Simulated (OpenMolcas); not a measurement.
OpenMolcas run: Ta+

Input:

```
&GATEWAY
Coord
1

Ta 0.0 0.0 0.0
Basis=ANO-R3
Group=XYZ
NoMove
AngMom=0.0 0.0 0.0
AMFI
&SEWARD
* reference wave functions (RASSCF and RASSI steps not shown): 4 electrons in 6 orbitals (5d 6s)
>>> COPY JOB001 $Project.JobIph
&CASPT2
Multistate=15 1 2 3 4 5 6 7 8 9 10 11 12 13 14 15
Frozen=14 16
IPEA=0.25
Imaginary=0.1
MaxIter=60
WThr=0.0 0.3 0.05
PrWF=0.5
NoMix
>>> COPY JOB002 $Project.JobIph
&CASPT2
Multistate=95 1 2 3 4 5 6 7 8 9 10 11 12 13 14 15 16 17 18 19 20 21 22
23 24 25 26 27 28 29 30 31 32 33 34 35 36 37 38 39 40 41 42 43 44 45 46
47 48 49 50 51 52 53 54 55 56 57 58 59 60 61 62 63 64 65 66 67 68 69 70
71 72 73 74 75 76 77 78 79 80 81 82 83 84 85 86 87 88 89 90 91 92 93 94
95
NoMult
Frozen=14 16
IPEA=0.25
Imaginary=0.1
MaxIter=60
WThr=0.0 0.3 0.05
PrWF=0.5
NoMix
>>> COPY JOB003 $Project.JobIph
&CASPT2
Multistate=77 1 2 3 4 5 6 7 8 9 10 11 12 13 14 15 16 17 18 19 20 21 22
23 24 25 26 27 28 29 30 31 32 33 34 35 36 37 38 39 40 41 42 43 44 45 46
47 48 49 50 51 52 53 54 55 56 57 58 59 60 61 62 63 64 65 66 67 68 69 70
71 72 73 74 75 76 77
NoMult
Frozen=14 16
IPEA=0.25
Imaginary=0.1
MaxIter=60
WThr=0.0 0.3 0.05
PrWF=0.5
NoMix
```

Output, cut to the results:

```
--- CASPT2 ---
Orbital specifications:
      -----------------------

      Symmetry species                           1   2
                                                ag  au
      Frozen orbitals                           14  16
      Inactive orbitals                          1   3
      Active orbitals                            6   0
      Secondary orbitals                        45  52
      Deleted orbitals                           0   0
      Number of basis functions                 66  71
Type of calculation                        MS-CASPT2
      Fock operator                              state-specific
      IPEA shift                                 0.25
      Real shift                                 0.00
      Imaginary shift                            0.10
      The input orbitals will be transformed to quasi-canonical
Reference energy:      -15599.9663800339
      E2 (Non-variational):      -0.2931458828
      Shift correction:          -0.0002725650
      E2 (Variational):          -0.2934184478
      Total energy:          -15600.2597984817
      Residual norm:              0.0000002090
      Reference weight:           0.93744
      Contributions to the CASPT2 correlation energy
      Active & Virtual Only:         -0.0313630337
      One Inactive Excited:          -0.1218418930
      Two Inactive Excited:          -0.1399409560
Reference energy:      -15599.9663800339
      E2 (Non-variational):      -0.2936820822
      Shift correction:          -0.0002859072
      E2 (Variational):          -0.2939679894
      Total energy:          -15600.2603480233
      Residual norm:              0.0000002609
      Reference weight:           0.93680
      Contributions to the CASPT2 correlation energy
      Active & Virtual Only:         -0.0317201790
      One Inactive Excited:          -0.1219562745
      Two Inactive Excited:          -0.1400056288
::    CASPT2 Root  1     Total energy: -15600.25979848
::    CASPT2 Root  2     Total energy: -15600.26034802
::    CASPT2 Root  3     Total energy: -15600.25956976
::    CASPT2 Root  4     Total energy: -15600.26140393
::    CASPT2 Root  5     Total energy: -15600.26144865
::    CASPT2 Root  6     Total energy: -15600.26155352
::    CASPT2 Root  7     Total energy: -15600.26133737
::    CASPT2 Root  8     Total energy: -15600.22409544
::    CASPT2 Root  9     Total energy: -15600.22409540
::    CASPT2 Root 10     Total energy: -15600.22409545
::    CASPT2 Root 11     Total energy: -15600.20562874
::    CASPT2 Root 12     Total energy: -15600.20561858
::    CASPT2 Root 13     Total energy: -15600.20562608
::    CASPT2 Root 14     Total energy: -15600.20562755
::    CASPT2 Root 15     Total energy: -15600.20561887
::    MS-CASPT2 Root  1     Total energy: -15600.26293688
::    MS-CASPT2 Root  2     Total energy: -15600.26148643
::    MS-CASPT2 Root  3     Total energy: -15600.26132955
::    MS-CASPT2 Root  4     Total energy: -15600.26087642
::    MS-CASPT2 Root  5     Total energy: -15600.26024496
::    MS-CASPT2 Root  6     Total energy: -15600.25976641
::    MS-CASPT2 Root  7     Total energy: -15600.25892183
::    MS-CASPT2 Root  8     Total energy: -15600.22408307
::    MS-CASPT2 Root  9     Total energy: -15600.22405742
::    MS-CASPT2 Root 10     Total energy: -15600.22404341
::    MS-CASPT2 Root 11     Total energy: -15600.20563006
::    MS-CASPT2 Root 12     Total energy: -15600.20562945
::    MS-CASPT2 Root 13     Total energy: -15600.20562316
::    MS-CASPT2 Root 14     Total energy: -15600.20561867
::    MS-CASPT2 Root 15     Total energy: -15600.20561812
--- CASPT2 ---
Orbital specifications:
      -----------------------

      Symmetry species                           1   2
                                                ag  au
      Frozen orbitals                           14  16
      Inactive orbitals                          1   3
      Active orbitals                            6   0
      Secondary orbitals                        45  52
      Deleted orbitals                           0   0
      Number of basis functions                 66  71
Type of calculation                        SS-CASPT2
      Fock operator                              state-specific
      IPEA shift                                 0.25
      Real shift                                 0.00
      Imaginary shift                            0.10
      The input orbitals will be transformed to quasi-canonical
Reference energy:      -15599.9402869918
      E2 (Non-variational):      -0.3077709609
      Shift correction:          -0.0006876718
      E2 (Variational):          -0.3084586327
      Total energy:          -15600.2487456245
      Residual norm:              0.0000005810
      Reference weight:           0.92045
      Contributions to the CASPT2 correlation energy
      Active & Virtual Only:         -0.0435585158
      One Inactive Excited:          -0.1194290086
      Two Inactive Excited:          -0.1447834365
Reference energy:      -15599.9402869918
      E2 (Non-variational):      -0.3077692432
      Shift correction:          -0.0006873262
      E2 (Variational):          -0.3084565694
      Total energy:          -15600.2487435611
      Residual norm:              0.0000005804
      Reference weight:           0.92046
      Contributions to the CASPT2 correlation energy
      Active & Virtual Only:         -0.0435566139
      One Inactive Excited:          -0.1194291930
      Two Inactive Excited:          -0.1447834364
::    CASPT2 Root  1     Total energy: -15600.24874562
::    CASPT2 Root  2     Total energy: -15600.24874356
::    CASPT2 Root  3     Total energy: -15600.24874590
::    CASPT2 Root  4     Total energy: -15600.24583330
::    CASPT2 Root  5     Total energy: -15600.24568109
::    CASPT2 Root  6     Total energy: -15600.24571893
::    CASPT2 Root  7     Total energy: -15600.24574483
::    CASPT2 Root  8     Total energy: -15600.24582541
::    CASPT2 Root  9     Total energy: -15600.24568405
...
```

Levels above the lowest, from the spin-orbit matrix with the multistate effective Hamiltonian, averaged by term, added to it:

```tsv
Configuration	Term	J	E (cm-1)	Measured (cm-1)	Term weight %	Second
5d3 6s	5F	1	0.0	0.0	93	5 3D(1)
5d3 6s	5F	2	1085	1031	92	4 3D(1)
5d3 6s	5F	3	2780	2642	96	
5d3 6s	3P(1)	0	3360		89	5 5d4 5D
5d2 6s2	3F	2	4400	3180	82	8 5d3 6s 1D(1)
5d3 6s	5F	4	4610	4416	95	4 3G
5d3 6s	3P(1)	1	4900		87	7 5P
5d3 6s	3P(1)	2	5310		47	18 1D(1)
5d3 6s	5F	5	6460	6187	90	10 3G
5d2 6s2	3F	3	6910	6831	96	3 5d3 6s 3G
5d3 6s	3F(1)	2	8880		42	25 1D(1)
5d2 6s2	3F	4	9030	9746	84	4 5d3 6s 3G
5d3 6s	5P	1	11210		81	8 5d4 5D
5d3 6s	3F(1)	3	11740		54	40 3G
5d3 6s	5P	2	12420		47	24 3F(1)
5d3 6s	1G(1)	4	12520		51	19 3F(1)
5d4	5D	0	12920		74	10 5d3 6s 3P(2)
5d3 6s	5P	3	13140		93	3 3G
5d3 6s	3G	4	13380		64	23 1G(1)
5d3 6s	1D(1)	2	13700		32	20 3F(1)
5d4	5D	1	13740		73	8 5d3 6s 5P
5d3 6s	3G	3	14140		52	40 3F(1)
5d3 6s	3G	5	14590		55	31 3H
5d4	5D	2	14730		73	10 5d3 6s 3D(1)
```

Against the 7 measured excited levels shown (NIST Handbook of Basic Atomic Spectroscopic Data) the mean absolute deviation is 380 cm-1; the largest miss in energy is 5d2 6s2 3F2: computed 4400, measured 3180 cm-1 (+38.5 %).

CASPT2 does not keep the components of a term degenerate, so their means are used; among the terms shown or strongly mixed into the levels shown the widest spread is 880 cm-1 (5d3 6s 5F). Blocks of more than 70 roots (2S+1 = 3 even, 1 even) ran without multistate coupling. Terms from blocks run as CI alone lack orbitals of their own. Configurations are named by rounded mean occupations; where the s occupation lies near a half they are strongly mixed, a name can repeat and a true partner stay unpaired. A single d shell beside an s shell can misplace configurations of different d count against each other. The CASPT2 spread within a term exceeds the gap to the next term for 5d3 6s 3D(1) and 5d3 6s 3H, so the order of their levels is uncertain. Measured partners are found by configuration, term and J. A level has none where our copy of the source lacks it or the pairing is in doubt (some pairs that miss far off the trend of their configuration count as doubtful), and it then counts in no deviation. Levels of configurations outside the active space are missing. The first state left out of the spin-orbit step lies near 46000 cm-1 above the lowest spin-free state of the reference (among the parities and spins computed), and the list stops at four fifths of that energy or lower. The table shows the lowest 24 of 66 levels.

The term weight is that of the spin-free term in the level, not the purity of its configuration. A number in round brackets counts repeated terms of one configuration in the order of the reference energies.
